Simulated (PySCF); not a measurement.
C2H6BFO2, SMILES FB(CO)CO.

Geometry optimised at PBE-D3(BJ)/def2-SVP. The structure was generated by enumeration, and PubChem lists no compound with its InChIKey, so it may never have been made. The values are those of a single conformer.

Computed with PySCF 2.14.0 with PBE-D3(BJ)/def2-SVP.

Frequencies are harmonic and unscaled.

### Question
List the normal modes with their intensities. (An estimate is asked for; the answer gives what the named calculation found.)

### Answer

```
mode  ν (cm⁻¹)  IR (km/mol)  moving atoms (share of kinetic energy)
----  --------  -----------  --------------------------------------
1           69          4.1                  O 54 %, F 18 %, H 15 %
2          101          4.5                  H 41 %, C 26 %, O 26 %
3          153          0.9  O 34 %, H 29 %, F 15 %, C 12 %, B 10 %
4          207         62.9                  F 45 %, H 28 %, O 23 %
5          257        147.0                  H 66 %, O 17 %, F 10 %
6          261         10.6                          H 83 %, O 11 %
7          330         11.9                  H 53 %, B 33 %, F 11 %
8          351          0.4                  O 57 %, C 24 %, H 14 %
9          582          0.0          C 53 %, H 19 %, F 12 %, B 12 %
10         603          0.7                          H 63 %, C 33 %
11         750         20.6                  C 42 %, F 34 %, H 22 %
12         875         26.5                  B 39 %, H 32 %, C 26 %
13         993        213.2                  B 36 %, O 31 %, C 24 %
14        1065         25.3                  O 40 %, C 31 %, H 26 %
15        1090         38.2                  H 62 %, O 17 %, B 13 %
16        1156          0.0                          H 83 %, C 13 %
17        1176         37.4                                  H 83 %
18        1239          0.3                          H 68 %, C 22 %
19        1288         81.6                  H 65 %, C 19 %, B 11 %
20        1304        181.3            B 64 %, F 17 %, H 9 %, C 9 %
21        1339         52.0                          H 77 %, C 17 %
22        1356         14.6                   H 71 %, C 20 %, B 8 %
23        1396          9.2                                  H 90 %
24        1402         18.5                   H 72 %, C 16 %, B 9 %
25        2811         79.0                                  H 94 %
26        2811         22.0                                  H 93 %
27        2978         18.4                                  H 92 %
28        2980         12.4                                  H 92 %
29        3701          2.3                                  H 94 %
30        3702         53.0                                  H 94 %
```
